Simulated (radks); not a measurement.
Charge is removed step by step from the 2s1/2 level of the erbium ion Er63+, starting from [He] 2s2 2p1. Calculated with a radial shooting solver on a logarithmic mesh with Libxc functionals: Dirac Kohn-Sham, PBE, spin-unpolarised, spherical densities, finite nucleus; open shells are shared between the two j in proportion to 2j + 1; Fermi nuclear charge, rms radius 5.2516 fm.

removed (e)  E - E(0) (eV)  eigenvalue (eV)  E minus straight line (eV)
0                    0.000         -15596.6                       0.000
0.25                3907.8         -15665.6                     -25.777
0.5                 7832.8         -15734.4                     -34.329
0.75               11775.0         -15803.0                     -25.713
1                  15734.3         -15871.2                       0.000

Removing the whole electron costs 15734.3 eV by Delta-SCF, against 15596.6 eV from minus the eigenvalue at the starting occupation. Slater's transition state (half an electron removed) gives 15734.4 eV. Integrating minus the eigenvalue over the occupation (Janak's theorem) gives 15734.3 eV. The mean slope of the eigenvalue, de/dn, is 275 eV per electron.
